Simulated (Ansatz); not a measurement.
Program: Ansatz. Geometries: PBE0-D4/def2-TZVP. ΔE: electronic, gas phase. CCSD(T)/CBS is the MP2 limit (def2-TZVPP, def2-QZVPP) plus CCSD(T) − MP2 in def2-TZVPP, frozen cores. This one scheme is used for every species. Functionals use def2-TZVPP. HSE06 is defined as in plane-wave codes.

Consider the cleavage of the Al–B bond: `F[B](F)[AlH2]` + HCl → `[AlH2][Cl]` + `FBF`.

Is it downhill or uphill in electronic energy at CCSD(T)/CBS, and by how much? (An estimate is asked.)

The calculation gave: Downhill: ΔE = -202.9 kJ/mol.

What do these levels give: PBE-D4, ωB97X-V, revPBE, r2SCANh, r2SCAN0, HSE06, CAM-B3LYP, HF/def2-SVP, MP2/def2-SVP, CCSD(T)/def2-SVP, SCS-MP2/def2-TZVPP, MP2/CBS(def2)? (An estimate is asked.)

The calculation gave: PBE-D4 -186.4, ωB97X-V -198.8, revPBE -186.7, r2SCANh -206.2, r2SCAN0 -208.1, HSE06 -195.3, CAM-B3LYP -202.4, HF/def2-SVP -225.7, MP2/def2-SVP -219.2, CCSD(T)/def2-SVP -208.0, SCS-MP2/def2-TZVPP -209.3, MP2/CBS(def2) -215.0 kJ/mol.

What do rigid-rotor, harmonic-oscillator terms from PBE0-D4/def2-TZVP frequencies (298.15 K, 1 bar) make of the CCSD(T)/CBS value? (Best estimate.)

Computed: ΔZPE = +8.6 kJ/mol, ΔH = -197.9 kJ/mol, ΔS = 1 J/(mol·K), ΔG = -198.2 kJ/mol.

Largest T1 diagnostic among the species: 0.014.

At CCSD(T), def2-SVP lies −5.1 kJ/mol from the extrapolated value and def2-TZVPP +2.9 kJ/mol. In def2-TZVPP, CCSD(T) changes the Hartree–Fock value by +20.1 kJ/mol (the triples alone add +1.7 kJ/mol) and MP2 by +8.0 kJ/mol.
